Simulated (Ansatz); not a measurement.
Harmonic frequencies (cm⁻¹) at PBE0-D4/def2-TZVP from Ansatz: 219, 236, 314, 386, 532, 544, 796, 832, 949, 985, 1231, 1678, 2715, 2728, 3515.

Each molecule was computed in one conformer, which needn't be the lowest.

(1) Which molecule is it?
A. `O[AsH2]`
B. `N=C(S)S`
C. `[SiH3]/C=C\CCl`
D. `C#CC=[Se]`

## Answers

(1) B.
